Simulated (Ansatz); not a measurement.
One change: `CC(=N)F` becomes `BNC(=N)F`.

Ansatz, PBE0-D4/def2-TZVP geometries, multiplicity 1. Each molecule was computed in one conformer, which needn't be the lowest.

```csv
property,`CC(=N)F`
zero-point energy (PBE0-D4/def2-TZVP) / kJ/mol,161.7
HOMO energy (PBE0/def2-TZVPP) / eV,-8.42
HOMO energy (ωB97M-V/def2-TZVPP) / eV,-10.86
HOMO energy (PBE/def2-TZVPP) / eV,-6.81
LUMO energy (PBE0/def2-TZVPP) / eV,0.22
LUMO energy (PBE/def2-TZVPP) / eV,-0.91
```

**Question.** Give the same properties after the change, and the shifts. (An estimate is asked.)

**Answer.** Computed: 
| property | `BNC(=N)F` | shift |
| --- | --- | --- |
| zero-point energy (PBE0-D4/def2-TZVP) / kJ/mol | 166.1 | 4.4 |
| HOMO energy (PBE0/def2-TZVPP) / eV | -8.31 | 0.11 |
| HOMO energy (ωB97M-V/def2-TZVPP) / eV | -10.59 | 0.27 |
| HOMO energy (PBE/def2-TZVPP) / eV | -7.05 | -0.24 |
| LUMO energy (PBE0/def2-TZVPP) / eV | -1.10 | -1.32 |
| LUMO energy (PBE/def2-TZVPP) / eV | -2.08 | -1.17 |

With PBE0 the HOMO rises by 0.11 eV and the LUMO falls by 1.32 eV, so the gap narrows by about 1.43 eV. PBE moves the HOMO by -0.24 eV and ωB97M-V by 0.27 eV. The zero-point energy changes by 4.4 kJ/mol with +3 modes.
